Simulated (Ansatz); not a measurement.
`F/C=N/[SiH3]` + `F[SiH2]N[SiH3]` → `F[SiH2]N([SiH3])[SiH3]` + `N=CF`  (ligand exchange at the Si–N bond)

Gas-phase electronic energies from Ansatz, PBE0-D4/def2-TZVP geometries. CBS: MP2 limit from def2 TZ/QZ plus the TZ coupled-cluster correction, frozen cores. This one scheme is used for every species. DFT in def2-TZVPP. Each species was taken in one conformer, which may not be the lowest.

| species | ωB97M-V energy (Eh) |
| --- | --- |
| `F/C=N/[SiH3]` | -484.60241 |
| `F[SiH2]N[SiH3]` | -737.29372 |
| `F[SiH2]N([SiH3])[SiH3]` | -1027.99041 |
| `N=CF` | -193.90767 |

Work out ΔE.

ΔE = (-1027.99041) + (-193.90767) − (-484.60241) − (-737.29372) = -0.00195 Eh = -0.05 eV. CCSD(T)/CBS gives -0.08 eV.

Largest T1 diagnostic among the species: 0.014.

From BLYP to BHLYP (50 % exact exchange), in def2-TZVPP and without D4, ΔE moves by −0.06 eV. At CCSD(T), def2-SVP lies −0.05 eV from the extrapolated value and def2-TZVPP −0.01 eV.
